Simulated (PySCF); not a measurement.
## Electron correlation in K⁹⁺ (potassium, charge +9)

Starting occupation: [Ne]. Computed with PySCF 2.14 in an even-tempered Gaussian basis (18 s from 1.2 bohr⁻², ratio 2.4; 12 p from 1.6 bohr⁻², ratio 2.4; 5 d from 9.9 bohr⁻², ratio 2.6; 5 f from 15 bohr⁻², ratio 2.6), with X2C-1e with screened-nucleus spin-orbit coupling, Gaussian nucleus. Frozen: nothing; 10 electrons correlated; the 34 highest virtual spinors left out.

MP2 pair energies summed by pair of shells (mhartree):

```
       pair  energy  share (%)
2p1/2-2p3/2  -93.35       25.9
2p3/2-2p3/2  -88.81       24.7
2p3/2-2s1/2  -43.95       12.2
1s1/2-1s1/2  -38.17       10.6
1s1/2-2p3/2  -22.97        6.4
2p1/2-2s1/2  -22.05        6.1
2p1/2-2p1/2  -21.18        5.9
1s1/2-2p1/2  -11.70        3.2
2s1/2-2s1/2  -10.91        3.0
1s1/2-2s1/2   -7.04        2.0
```

Total MP2 correlation energy: -360.14 mhartree.
